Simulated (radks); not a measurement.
The numbers below are computed, except where a source is named.
Orbital eigenvalues (eV) of neutral rhenium, [Xe] 4f14 5d5 6s2, at several levels of relativity; Dirac values are averaged over j with weights 2j + 1. Spin-unpolarised spherical Kohn-Sham, LDA (Slater exchange, Perdew-Wang correlation), point nucleus unless stated (finite: rms radius 5.3698 fm), a radial shooting solver on a logarithmic mesh with Libxc functionals. A level marked "c x" has the speed of light scaled by that factor and shares open shells by 2j + 1; other Dirac levels either fill j = l - 1/2 first or share by 2j + 1.

shell  non-rel.  scalar-rel., finite nucleus  Dirac, 2j+1 shares  Dirac, 2j+1 shares, finite nucleus  change of magnitude, last against first (%)
2p       -10367                       -10840              -10899                              -10899                                        +5.13
3s      -2480.3                      -2873.2             -2867.8                             -2866.8                                       +15.58
3p      -2275.8                      -2409.3             -2421.9                             -2422.0                                        +6.42
3d      -1893.3                      -1881.4             -1877.0                             -1877.0                                        -0.86
4s      -502.16                      -598.88             -597.76                             -597.52                                       +18.99
4p      -416.21                      -446.57             -449.93                             -449.94                                        +8.11
4d      -258.96                      -255.19             -254.57                             -254.58                                        -1.69
5s      -69.857                      -85.466             -85.306                             -85.265                                       +22.06
4f      -52.380                      -42.601             -42.438                             -42.446                                       -18.97
5p      -44.384                      -47.216             -47.830                             -47.834                                        +7.77
5d      -7.0355                      -5.5731             -5.5859                             -5.5885                                       -20.57
6s      -5.0858                      -6.1515             -6.1584                             -6.1554                                       +21.03
